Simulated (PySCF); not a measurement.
**What each rung costs, and what it gives**

Saddle point of BH$_{4}$ClO$_{2}$, singlet (BH₃O₂ ([OH][BH][OH]) + HCl → BH₂ClO₂ ([OH][B]([OH])[Cl]) + H₂; bonds formed: B1–Cl6, H2–H5; bonds broken: B1–H2, H5–Cl6), PBE0-D4/def2-TZVP structure:

```
8
angstrom
B -0.0632 -0.1956 -0.1330
H 1.2133 -0.6544 -0.1022
O -0.3467 0.6473 -1.1612
O -0.8382 -1.2371 0.2443
H 1.1726 -0.0493 0.6373
Cl 0.5044 1.0993 1.6084
H 0.1245 1.4826 -1.1359
H -1.7668 -1.0929 0.0423
```

Barriers are electronic and count from the start structure reached by relaxing down the imaginary mode.

PySCF 2.14 with density fitting (its default auxiliary sets; JK sets also for MP2 and CCSD(T)); basis: as named in each row; cores frozen in the correlated methods. B3LYP uses VWN-RPA correlation. Extrapolation: Hartree–Fock as exp(−7.88 √X), correlation as X^−2.97.

Times are rough, for one single point on 4 threads of a shared host (Arm Neoverse V2).

The estimate by CCSD(T) at an estimated basis limit (MP2 extrapolated from triple and quadruple zeta, plus CCSD(T) − MP2 in triple zeta) is 146.7 kJ/mol.

```csv
method,basis,time (s),barrier (kJ/mol),method less estimate
HF,STO-3G,under 1,266.1,119.3
B3LYP-D4,6-31G,3,142.7,-4.0
PBE0-D4,def2-SVP,4,113.4,-33.3
PBE-D4,def2-SVP,4,97.8,-48.9
MP2,def2-QZVPP,5,141.2,-5.6
SPW92,def2-TZVPP,8,82.4,-64.3
PBE0-D4,def2-TZVPP,10,123.3,-23.4
BHLYP-D4,def2-TZVPP,10,157.1,10.3
CCSD(T),def2-SVP,11,161.7,14.9
PBE-D4,def2-TZVPP,11,109.5,-37.2
B3LYP-D4,def2-TZVPP,11,139.6,-7.1
r2SCAN-D4,def2-TZVPP,25,116.1,-30.6
wB97M-V,def2-TZVPP,130,142.0,-4.7
CCSD(T),def2-TZVPP,360,153.5,6.8
```

All methods are single points on the PBE0-D4 structures.

The T1 diagnostic stays at or below 0.013.

Labels in which every atom is bracketed show which atoms are joined, not bond orders.
